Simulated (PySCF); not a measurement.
## Electron correlation in In (indium, neutral)

[Kr] 4d10 5s2 6s1, 2S determinant (an excited configuration). Computed with PySCF 2.14 in aug-cc-pVQZ-PP with ECP28MDF (7s7p5d3f2g, 92 functions), with scalar relativity through the core potential. Frozen: 4s2 4p6 4d10; 3 electrons correlated.

```tsv
level	correlation energy (mhartree)
CCSD	-38.75
(T)	-0.67
CCSD(T)	-39.42
```

Diagnostics: T1 = 0.019, D1 = 0.0465, largest double amplitude 0.083.

Problem. Is a single reference adequate?

Solution. Mostly. T1 lies below 0.03, but a double amplitude of this size points to a near-degeneracy that CCSD handles and MP2 describes poorly.
